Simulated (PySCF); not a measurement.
Isomers C₅H₄ClF₃O:

A. SMILES C(/OC=C)(=C/Cl)C(F)(F)F
B. SMILES O=C1C[C@@H](Cl)[C@H]1C(F)(F)F
C. SMILES C/C=C(\C(=O)Cl)C(F)(F)F

Spectrum 1. 1H NMR (300 MHz, computed): δ 7.61 (m, 1H), 2.58 (d, 3H). 13C{1H} NMR (computed): δ 173.0 (C), 166.0 (CH), 133.7 (C), 131.1 (C), 19.8 (CH3).

Spectrum 2. 1H NMR (300 MHz, computed): δ 6.80 (m, 1H), 6.71 (m, 1H), 4.71 (m, 1H), 4.66 (m, 1H). 13C{1H} NMR (computed): δ 157.3 (CH), 152.7 (C), 130.0 (C), 129.7 (CH), 99.1 (CH2).

Spectrum 3. 1H NMR (300 MHz, computed): δ 4.49 (m, 1H), 3.76 (m, 1H), 3.69 (m, 1H), 3.64 (m, 1H). 13C{1H} NMR (computed): δ 199.0 (C), 131.8 (C), 71.3 (CH), 62.2 (CH2), 47.9 (CH).

PySCF 2.14.0 with density-fitted response routines calculation with geometry: GFN2-xTB and shielding tensors at PBE0/pcSseg-1 (GIAO); in vacuum, one conformer, relativity neglected, equivalent nuclei averaged.

Shifts are taken against calculated references (same method and geometry level): TMS for 1H, 13C. Splittings of carbon signals by F and P are missing where no couplings were computed. Where no couplings were computed, multiplicities follow the n + 1 count of equivalent neighbours, and m marks all less simple cases (inequivalent or close neighbours, rings, F or P nearby). Shifts are as computed. Against solution values, carbons near 30 ppm lie about +3 ppm off and those near 130 ppm about +5 ppm; carbons on Cl a further +6 ppm. Of 1211 compounds with measured shifts, 218 miss one by over three times the rms of a fit or turn the order of signals round; such compounds aren't used in these exercises. Carbons bonded to Cl come out too deshielded.

Problem. Match each spectrum to its structure.

Solution. 1–C, 2–A, 3–B.

- Spectrum 1 (C): 5 13C signals; δC 166.0 is a β carbon of a C=C–C=O unit; δC 133.7 is an α carbon of a C=C–C=O unit.
- Spectrum 2 (A): 5 13C signals; δC 157.3 is an alkene carbon bearing oxygen; δC 152.7 is an alkene carbon bearing oxygen.
- Spectrum 3 (B): 5 13C signals; δC 199.0 is a ketone carbonyl carbon; δC 131.8 is a CF3 carbon.
